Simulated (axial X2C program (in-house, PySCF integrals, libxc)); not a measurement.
**Spin–orbit effects along a row: molecules with B, PBE0**

All values come from calculations with an in-house relativistic program for diatomic molecules, spin-free (one-electron X2C) or two-component (2c: spin–orbit coupling with atomic mean-field Coulomb and Gaunt terms, which also bring small scalar terms), in Dyall basis sets with cores contracted in-house; open shells are unrestricted.

Basis sets: As dyall-cv3z, B dyall-v3z, Ca dyall-cv3z, Co dyall-cv3z, Cr dyall-cv3z, Cu dyall-cv3z, Ga dyall-cv3z, Ge dyall-cv3z, K dyall-cv3z, Ni dyall-cv3z, Se dyall-cv3z, Ti dyall-cv3z, Zn dyall-cv3z.

| molecule | spin-free state | Re (Å) | ωe (cm⁻¹) | De (eV) | 2c state | Re 2c (Å) | ωe 2c (cm⁻¹) | De 2c (eV) |
| --- | --- | --- | --- | --- | --- | --- | --- | --- |
| KB | M_S = 1, Λ = 1 | 2.835 | 274.2 | 0.93 | Ω = 2 | 2.835 | 274.1 | 0.93 |
| CaB | M_S = 3/2, Λ = 0 | 2.308 | 489.8 | n/a | Ω = 3/2 | 2.308 | 489.8 | n/a |
| TiB | ? | ? | ? | ? | ? | ? | ? | ? |
| CrB | M_S = 5/2, Λ = 0 | 2.165 | 423.3 | 1.38 | Ω = 5/2 | 2.166 | 422.8 | 1.38 |
| CoB | M_S = 1, Λ = 2 | 1.663 | 799.2 | 2.55 | Ω = 3 | 1.663 | 797.9 | n/a |
| NiB | M_S = 1/2, Λ = 2 | 1.884 | 580.6 | 2.35 | Ω = 5/2 | 1.884 | 580.3 | n/a |
| CuB | M_S = 0, Λ = 0 | 1.913 | 544.7 | 2.33 | Ω = 0 | 1.914 | 544.3 | 2.33 |
| ZnB | M_S = 1/2, Λ = 1 | 2.209 | 326.1 | 0.47 | Ω = 1/2 | 2.207 | 327.3 | 0.48 |
| GaB | M_S = 1, Λ = 0 | 2.026 | 532.8 | 1.95 | Ω = 1 | 2.026 | 531.9 | n/a |
| GeB | M_S = 3/2, Λ = 0 | 1.973 | 649.5 | 3.24 | Ω = 3/2 | 1.973 | 648.7 | n/a |
| BAs | M_S = 1, Λ = 1 | 1.840 | 821.1 | 3.03 | Ω = 2 | 1.841 | 819.9 | 3.08 |
| BSe | M_S = 1/2, Λ = 0 | 1.736 | 988.7 | 5.07 | Ω = 1/2 | 1.737 | 986.6 | 5.01 |

(1) Estimate the 2c Re and ωe of TiB as the mean of its neighbours in the table.

Each entry is the lowest single determinant of a limited PBE0 search at one distance. De goes to single-determinant-based atoms at the same level (for ions the charge split of lowest energy) and is withheld (n/a) where an atom does not fit its ground term or J level. Main or longest-lived isotopes. One determinant is a doubtful description, or other states lie close, for KB, CaB, TiB, CrB, CoB, GaB, GeB, BAs; these need not be ground states, and all values refer to the states named. Some open-shell Ω = 0 determinants are out of reach, so the Ω given for KB, GaB, BAs need not be the lowest component. With several unpaired electrons the Ω given is that of one determinant, not necessarily of the lowest component. Some light 2c atoms are not at their ground J level, so De misses part of their lowering (0.04 eV or less). The functionals have no current term, which raises determinants with orbital currents. Where the atoms have a lower orbital projection than the molecule, De at mean-field level may be about a tenth of an eV too small.

## Answers

(1) Re ≈ 2.237 Å, ωe ≈ 456.3 cm⁻¹. The PBE0 runs give the row below, so the estimate misses by 0.214 Å and -191.1 cm⁻¹.

| molecule | spin-free state | Re (Å) | ωe (cm⁻¹) | De (eV) | 2c state | Re 2c (Å) | ωe 2c (cm⁻¹) | De 2c (eV) |
| --- | --- | --- | --- | --- | --- | --- | --- | --- |
| TiB | M_S = 5/2, Λ = 2 | 2.023 | 647.8 | n/a | Ω = 1/2 | 2.023 | 647.4 | n/a |
